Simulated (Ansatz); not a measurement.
## Worked example: vertical ionisation energy of SiH3I (SMILES [SiH3]I)

The species is SiH3I (5 atoms), meant as a singlet with charge 0. As SMILES, `[SiH3]I`. Geometry: relaxed at PBE0-D4/def2-TZVP.

Both states at this one shape; open shells run unrestricted unless said. 1 Eh = 27.2114 eV.

| level | program | singlet SiH3I (Eh) | doublet SiH3I+ (Eh) |
| --- | --- | --- | --- |
| B3LYP/STO-3G | Ansatz | -7140.812954 | -7140.519090 |
| CCSDT(Q)/STO-3G, 23 core orbitals frozen | Ansatz | -7138.144183 | -7137.889584 |

Q: Work out the vertical ionisation energy at each level.

A: 
1. B3LYP/STO-3G: -7140.519090 − (-7140.812954) = 0.293864 Eh = 8.00 eV.
2. CCSDT(Q)/STO-3G: -7137.889584 − (-7138.144183) = 0.254599 Eh = 6.93 eV.

No measured value is set beside it here; the levels span 6.93 to 8.00 eV. Spin-orbit coupling, which splits open shells on such heavy atoms by tenths of an eV, is left out. Minimal sets are far from the basis-set limit. All-electron rows are non-relativistic unless named.
